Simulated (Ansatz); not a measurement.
B(Me)3 (C3H9B), SMILES CB(C)C.

The structure is a stationary point at PBE0-D3(BJ)/def2-SVP. The isomer is the one that the SMILES or the coordinates give; other isomers of the formula were not compared.

Two levels are set side by side: PBE/def2-SVPD (Ansatz, an electronic-structure program) and CAM-B3LYP/def2-SVPD (Ansatz). Energy differences of separate SCF runs at the same geometry; the states with an electron removed or added have multiplicity 2 and 2. Differences are taken from unrounded values.

| quantity | CAM-B3LYP |
|---|---|
| vertical ionisation energy (eV) | 10.85 |
| vertical singlet–triplet gap (eV) | 6.20 |

Task: What does PBE give, and how far is it from CAM-B3LYP? (Estimate from the structure and the level; the computed values follow.)

Result: 
```csv
quantity,PBE,PBE minus CAM-B3LYP
vertical ionisation energy (eV),10.30,-0.56
vertical singlet–triplet gap (eV),5.61,-0.58
```
